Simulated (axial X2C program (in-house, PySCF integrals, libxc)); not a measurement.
SeS: a run with one poor setting

Computed with an in-house relativistic program for diatomic molecules. Two-component (2c) means X2C with spin–orbit coupling and atomic mean-field two-electron Coulomb and Gaunt terms. Basis: Se dyall-v3z [8s9p6d1f], S dyall-v3z [8s7p2d1f] (cores contracted in-house); Gaussian nuclei, density fitting, unrestricted open shells. Masses: Se 79.917 u, S 31.972 u.

One setting of this run was spoiled on purpose, so its numbers are not properties of SeS. Level: HF, with spin–orbit coupling; state Ω = 2 (⟨Sz⟩ = 0.00, ⟨Lz⟩ = 2.00 at HF).

| R (Å) | E − E(lowest point) (eV) | SCF iterations |
| --- | --- | --- |
| 1.773 | 1.2594 | 15 |
| 1.855 | 0.4470 | 18 |
| 1.916 | not converged | 130 |
| 1.977 | 0.0015 | 15 |
| 2.038 | 0.0000 | 16 |
| 2.109 | 0.1316 | 17 |
| 2.181 | 0.3660 | 17 |
| 2.272 | 0.7553 | 20 |
| 2.385 | 1.2496 | 21 |
| 2.547 | 1.8856 | 23 |

Fit: Re 2.007 Å, ωe 616.5 cm⁻¹, residual 7 microhartree, De 0.54 eV.

PBE0 search, energies from the determinant that was followed:

```json
{"ΔE (eV)": "0.00", "state": "Ω = 2", "electrons beyond evenly filled partner blocks": "ω = 1/2, ω = 3/2", "electrons in ±ω = 1/2, 3/2, 5/2, 7/2": "35 13 2 0"}
{"ΔE (eV)": "0.17", "state": "Ω = 0", "electrons beyond evenly filled partner blocks": "none", "electrons in ±ω = 1/2, 3/2, 5/2, 7/2": "34 14 2 0"}
{"ΔE (eV)": "2.34", "state": "Ω = 3", "electrons beyond evenly filled partner blocks": "2 × ω = 3/2", "electrons in ±ω = 1/2, 3/2, 5/2, 7/2": "36 12 2 0"}
{"ΔE (eV)": "2.62", "state": "Ω = 1", "electrons beyond evenly filled partner blocks": "2 × ω = 1/2", "electrons in ±ω = 1/2, 3/2, 5/2, 7/2": "34 14 2 0"}
{"ΔE (eV)": "3.89", "state": "Ω = 1", "electrons beyond evenly filled partner blocks": "2 × ω = 1/2", "electrons in ±ω = 1/2, 3/2, 5/2, 7/2": "36 12 2 0"}
{"ΔE (eV)": "-0.66", "state": "Ω = 1", "electrons beyond evenly filled partner blocks": "ω = -1/2, ω = 3/2", "electrons in ±ω = 1/2, 3/2, 5/2, 7/2": "35 13 2 0"}
{"ΔE (eV)": "-0.16", "state": "Ω = 0", "electrons beyond evenly filled partner blocks": "none", "electrons in ±ω = 1/2, 3/2, 5/2, 7/2": "36 12 2 0"}
```

Which setting was spoiled?
A. integration grid too coarse
B. density fitting set too sparse
C. too few iterations allowed
D. an excited determinant was followed
E. virtual space cut too low

D. An excited determinant was followed: a lower determinant stands in the search.
